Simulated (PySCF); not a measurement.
CH8SSeSi2, SMILES CS[SiH2][SiH2][SeH], GFN2-xTB optimised geometry.

```
13

C      2.42    -1.92     0.00
S      0.60    -1.92     0.00
Si     0.25     0.19     0.00
Si    -2.05     0.41     0.03
Se    -2.54     2.65    -0.04
H      2.78    -1.43    -0.89
H      2.73    -2.96     0.01
H      2.78    -1.42     0.89
H      0.92     0.73    -1.19
H      0.97     0.73     1.15
H     -2.72     0.02     1.28
H     -2.78    -0.20    -1.08
H     -1.76     2.96    -1.20
```

Density from CAM-B3LYP/def2-TZVP in PySCF at that geometry.

Minimum of the electron density along straight lines between bonded atoms, close to the bond critical point (lines longer than 1.1 times the sum of covalent radii, or with two minima, are not listed):

| bond | length / Å | ρ at the minimum / e bohr⁻³ | ∇²ρ there / e bohr⁻⁵ | position (fraction from the first atom) |
|---|---|---|---|---|
| C1–S2 | 1.816 | 0.179 | -0.30 | 0.47 |
| S2–Si3 | 2.142 | 0.101 | 0.09 | 0.64 |
| Si3–Si4 | 2.311 | 0.101 | -0.19 | 0.49 |
| Si4–Se5 | 2.300 | 0.088 | -0.01 | 0.35 |
| C1–H6 | 1.085 | 0.284 | -1.00 | 0.65 |
| C1–H7 | 1.085 | 0.284 | -1.00 | 0.65 |
| C1–H8 | 1.085 | 0.284 | -1.00 | 0.65 |
| Si3–H9 | 1.469 | 0.124 | 0.16 | 0.49 |
| Si3–H10 | 1.466 | 0.125 | 0.17 | 0.49 |
| Si4–H11 | 1.460 | 0.127 | 0.17 | 0.50 |
| Si4–H12 | 1.464 | 0.126 | 0.17 | 0.49 |
| Se5–H13 | 1.433 | 0.186 | -0.32 | 0.62 |
